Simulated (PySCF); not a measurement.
A geometry optimisation, step by step.

Species: C6H12FOP.
Atom-mapped SMILES: `[CH3:1][O:2][C@@H:3]1[CH2:4][PH:5][CH2:6][CH2:7][C@@H:8]1[F:9]` (hydrogens: H10, H11, H12 on C1; H13 on C3; H14, H15 on C4; H16 on P5; H17, H18 on C6; H19, H20 on C7; H21 on C8)

Method: PBE0-D3(BJ)/def2-SVP geometry optimisation, gas phase in PySCF 2.14.0; density fitting, grid level 1; the optimiser is geomeTRIC in internal coordinates, started from a GFN2-xTB structure with every atom displaced at random (about 0.01 Å). The frame can shift and turn from step to step; on so coarse a grid that alone can change the energy by a few meV, and forces under 0.02 eV/Å are noise.

Step 0: E = -20443.5914 eV, largest atomic force 2.262 eV/Å
```
atom  x, y, z in Å  |  force x, y, z in eV/Å
C1      2.362   -0.618    0.983   -1.579   1.590   0.307
O2      1.244    0.281    0.836    0.574  -0.668  -0.423
C3      0.727    0.421   -0.481    0.862   0.092   0.535
C4     -0.031    1.719   -0.505   -1.934  -0.928  -0.046
P5     -1.477    1.715    0.706   -0.151   0.593  -0.440
C6     -2.219    0.080    0.253    0.500  -0.398   0.368
C7     -1.195   -1.064    0.153   -0.721   0.464  -0.987
C8     -0.138   -0.742   -0.904   -1.003  -0.351   0.302
F9      0.615   -1.868   -1.124    0.446  -0.214  -0.037
H10     2.666   -0.502    2.023    0.247  -0.092   0.228
H11     3.152   -0.310    0.318    0.801   0.109  -0.505
H12     2.071   -1.630    0.782   -0.156  -1.012  -0.197
H13     1.558    0.498   -1.196    0.356  -0.114  -0.205
H14    -0.478    1.898   -1.497    0.193   0.077  -0.019
H15     0.582    2.543   -0.241    0.962   1.047   0.241
H16    -0.713    1.248    1.784    0.198  -0.118   0.488
H17    -2.736    0.217   -0.701   -0.265   0.011  -0.258
H18    -2.979   -0.156    1.015   -0.052   0.030  -0.092
H19    -1.712   -2.000   -0.119    0.115  -0.014  -0.071
H20    -0.731   -1.205    1.118    0.460  -0.149   0.549
H21    -0.639   -0.504   -1.872    0.147   0.046   0.262
```

Step 1: E = -20443.7763 eV, largest atomic force 0.526 eV/Å
```
atom  x, y, z in Å  |  force x, y, z in eV/Å
C1      2.328   -0.881    0.311    0.070  -0.253  -0.079
O2      1.183   -0.076    0.330   -0.125   0.096  -0.151
C3      0.559    0.118   -0.912   -0.066  -0.110  -0.100
C4     -0.260    1.403   -0.855    0.343   0.341   0.206
P5     -1.696    1.410    0.333    0.114  -0.119   0.098
C6     -2.410   -0.253   -0.114   -0.060   0.039  -0.105
C7     -1.397   -1.378   -0.279    0.066  -0.040   0.172
C8     -0.344   -1.054   -1.314    0.273   0.042   0.015
F9      0.444   -2.173   -1.537   -0.124   0.032   0.020
H10     2.767   -0.832    1.315    0.067   0.014   0.064
H11     3.085   -0.520   -0.422   -0.194  -0.023   0.114
H12     2.096   -1.938    0.076    0.083   0.203   0.025
H13     1.337    0.214   -1.701   -0.061   0.010   0.039
H14    -0.650    1.638   -1.855   -0.055   0.026  -0.089
H15     0.406    2.246   -0.570   -0.188  -0.269  -0.100
H16    -0.937    0.959    1.463   -0.084   0.061  -0.066
H17    -2.981   -0.105   -1.051    0.020  -0.007   0.068
H18    -3.156   -0.508    0.655   -0.009  -0.012   0.005
H19    -1.897   -2.314   -0.578   -0.006  -0.002   0.000
H20    -0.888   -1.565    0.684   -0.023  -0.022  -0.112
H21    -0.819   -0.800   -2.279   -0.041  -0.009  -0.022
```

Step 2: E = -20443.7864 eV, largest atomic force 0.105 eV/Å
```
atom  x, y, z in Å  |  force x, y, z in eV/Å
C1      2.319   -0.873    0.329    0.026   0.012  -0.057
O2      1.166   -0.078    0.315   -0.020  -0.032   0.024
C3      0.553    0.111   -0.932   -0.027  -0.055  -0.021
C4     -0.251    1.403   -0.861    0.035   0.099  -0.005
P5     -1.673    1.404    0.345   -0.004  -0.023   0.005
C6     -2.401   -0.253   -0.103    0.006   0.007  -0.002
C7     -1.394   -1.383   -0.283   -0.017   0.005   0.045
C8     -0.351   -1.057   -1.329    0.070  -0.009  -0.017
F9      0.420   -2.183   -1.562    0.017   0.048   0.025
H10     2.752   -0.803    1.337   -0.012   0.012  -0.008
H11     3.067   -0.504   -0.400    0.000  -0.018   0.015
H12     2.113   -1.931    0.100   -0.024   0.005  -0.004
H13     1.328    0.207   -1.721    0.025  -0.010   0.019
H14    -0.653    1.650   -1.857   -0.029   0.001   0.011
H15     0.421    2.232   -0.580   -0.017  -0.057  -0.018
H16    -0.912    0.951    1.466   -0.011   0.016  -0.010
H17    -2.981   -0.098   -1.031    0.003  -0.006   0.008
H18    -3.140   -0.510    0.672    0.001   0.004   0.006
H19    -1.902   -2.314   -0.583   -0.002   0.005  -0.009
H20    -0.873   -1.581    0.667   -0.004  -0.008  -0.014
H21    -0.839   -0.800   -2.288   -0.017   0.002   0.006
```

Step 3: E = -20443.7872 eV, largest atomic force 0.041 eV/Å
```
atom  x, y, z in Å  |  force x, y, z in eV/Å
C1      2.308   -0.881    0.320    0.018  -0.001   0.022
O2      1.162   -0.075    0.312    0.015   0.012   0.036
C3      0.552    0.116   -0.934   -0.031   0.000  -0.021
C4     -0.253    1.409   -0.864   -0.014  -0.006  -0.023
P5     -1.673    1.406    0.345   -0.019   0.000  -0.016
C6     -2.396   -0.254   -0.097    0.020  -0.001   0.012
C7     -1.385   -1.382   -0.277   -0.016   0.001  -0.002
C8     -0.346   -1.054   -1.327   -0.014  -0.001  -0.019
F9      0.434   -2.175   -1.555   -0.001   0.003  -0.011
H10     2.746   -0.813    1.327   -0.004   0.003  -0.010
H11     3.056   -0.523   -0.411    0.017   0.003  -0.013
H12     2.087   -1.936    0.094   -0.001  -0.012   0.004
H13     1.329    0.210   -1.721    0.018   0.005   0.002
H14    -0.662    1.656   -1.858   -0.006  -0.011   0.016
H15     0.419    2.235   -0.586    0.023   0.014   0.006
H16    -0.911    0.963    1.467    0.007   0.001   0.011
H17    -2.978   -0.105   -1.023   -0.005  -0.001  -0.004
H18    -3.132   -0.512    0.681    0.004   0.004   0.004
H19    -1.891   -2.315   -0.574   -0.006   0.004  -0.006
H20    -0.860   -1.578    0.671    0.001  -0.005   0.007
H21    -0.838   -0.804   -2.286   -0.008  -0.013   0.004
```

Step 4: E = -20443.7876 eV, largest atomic force 0.023 eV/Å
```
atom  x, y, z in Å  |  force x, y, z in eV/Å
C1      2.312   -0.880    0.318   -0.007   0.004   0.011
O2      1.165   -0.075    0.310    0.002  -0.001   0.007
C3      0.551    0.115   -0.936   -0.009   0.013  -0.016
C4     -0.253    1.409   -0.865   -0.003  -0.012  -0.004
P5     -1.671    1.407    0.346   -0.006   0.002  -0.010
C6     -2.395   -0.253   -0.092    0.012   0.001   0.006
C7     -1.387   -1.382   -0.276    0.002  -0.003  -0.004
C8     -0.349   -1.055   -1.329   -0.003   0.000   0.001
F9      0.429   -2.175   -1.560   -0.001  -0.005  -0.002
H10     2.752   -0.804    1.323    0.003   0.000  -0.002
H11     3.059   -0.526   -0.418    0.001   0.004  -0.010
H12     2.090   -1.937    0.100    0.001  -0.009   0.000
H13     1.328    0.209   -1.723    0.002   0.001   0.001
H14    -0.666    1.654   -1.858   -0.002  -0.007   0.002
H15     0.421    2.233   -0.590    0.011   0.013   0.003
H16    -0.907    0.966    1.468    0.004  -0.001   0.006
H17    -2.980   -0.104   -1.017   -0.005   0.000   0.000
H18    -3.129   -0.510    0.688    0.003   0.002   0.003
H19    -1.896   -2.314   -0.574   -0.004   0.003  -0.003
H20    -0.860   -1.582    0.670    0.000  -0.004   0.006
H21    -0.845   -0.804   -2.286   -0.001  -0.002   0.003
```

Question: Summarise the path.

Answer: The energy falls by 18.93 kJ/mol from step 0 to step 4; nine tenths of that is first reached at step 1. It falls at every step. The largest force goes from 2.262 to 0.023 eV/Å. Among the bonds C1–O2 changes most, from 1.442 to 1.401 Å; the atoms move by 0.086 Å rms after alignment.

The cost below is that of the whole optimisation. Time: 60 s wall; peak memory 0.87 GiB. Hardware: one thread, Intel Xeon 6975P-C (x86_64), shared host with 192 logical CPUs at a one-minute load of 17.
